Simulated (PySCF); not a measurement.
Input of a response calculation (the driver script's job line, then coordinates in Å):

```
{"job": {"kind": "uv", "xc": "CAM-B3LYP", "basis": "def2-SVPD", "ip": false, "nstates": 15}, "charge": 0, "multiplicity": 1}
Ge    -0.001523     0.009135    -1.210840
Ge     0.000989    -0.008777     1.210894
H      0.833304     1.167700     1.753582
H      0.608417    -1.323095     1.735084
H     -1.436312     0.116547     1.749021
H      1.441989    -0.013010    -1.746400
H     -0.701012     1.276015    -1.737043
H     -0.745853    -1.224515    -1.754288
```

Level of theory: TDDFT CAM-B3LYP/def2-SVPD, vertical, gas phase, core orbitals frozen in the response (PySCF 2.14.0, density-fitted response routines). Job line and output are in the format of a driver script around the code.

(1) Give the output.

Answers

(1) 
```
coarse grid: 29664 points
cycle   1  E = -4157.2873005541  dE = -1.438e+00  |g| = 5.027e-01  |ddm| = 2.631e+00
cycle   2  E = -4157.2910664881  dE = -3.766e-03  |g| = 4.942e-01  |ddm| = 5.529e-01
cycle   3  E = -4157.3132568090  dE = -2.219e-02  |g| = 9.804e-03  |ddm| = 3.154e-01
cycle   4  E = -4157.3133104313  dE = -5.362e-05  |g| = 2.226e-03  |ddm| = 5.418e-02
cycle   5  E = -4157.3133122355  dE = -1.804e-06  |g| = 4.022e-04  |ddm| = 5.581e-03
final grid: 58312 points
cycle   6  E = -4157.3132854841  dE = -5.662e-08  |g| = 3.309e-04  |ddm| = 1.307e-03
cycle   7  E = -4157.3132854911  dE = -7.083e-09  |g| = 3.467e-04  |ddm| = 6.435e-04
cycle   8  E = -4157.3132855051  dE = -1.395e-08  |g| = 2.019e-05  |ddm| = 2.408e-04
cycle   9  E = -4157.3132855053  dE = -1.901e-10  |g| = 4.488e-06  |ddm| = 4.127e-05
converged SCF energy = -4157.3132855053

Static polarisability (au): isotropic 69.173, principal 61.902 61.907 83.709

Singlet excitations
state   eV       nm        f      main configurations
  1   7.2812    170.3   0.00000   H->L+1 0.98
  2   7.5277    164.7   0.69864   H->L 0.95
  3   7.6832    161.4   0.02470   H->L+2 0.90
  4   7.6843    161.3   0.02476   H->L+3 0.90
  5   8.2348    150.6   0.00136   H->L+4 0.93
  6   8.2351    150.6   0.00136   H->L+5 0.93
  7   8.4158    147.3   0.09716   H-1->L 0.90
  8   8.4160    147.3   0.09712   H-2->L 0.90
  9   8.5262    145.4   0.00001   H-1->L+1 0.92
 10   8.5265    145.4   0.00001   H-2->L+1 0.92
 11   8.8182    140.6   0.00000   H-2->L+2 0.26, H-1->L+3 0.26, H-1->L+2 0.18
 12   9.0350    137.2   0.00374   H-3->L+1 0.34, H-1->L+2 0.20, H-2->L+3 0.20
 13   9.0354    137.2   0.00364   H-4->L+1 0.34, H-1->L+3 0.20, H-2->L+2 0.20
 14   9.0846    136.5   0.00038   H-3->L 0.80
 15   9.0850    136.5   0.00036   H-4->L 0.80

Triplet excitations (Tamm-Dancoff, eV): 6.4710 6.8909 6.8917 6.9718
```

Isolated species at its PBE0-D3(BJ)/def2-SVP geometry, gas phase. Relativistic effects, spin–orbit coupling among them, are left out although an element past zinc is present.

The species is Ge(GeH3)H3 (`[GeH3][GeH3]`).

The SCF starts on a coarse grid; the energy jumps when the final grid takes over, and dE counts afresh there. H and L stand for HOMO and LUMO.

On one thread, x86-64 server, no GPU (shared host), this took 14 s wall.
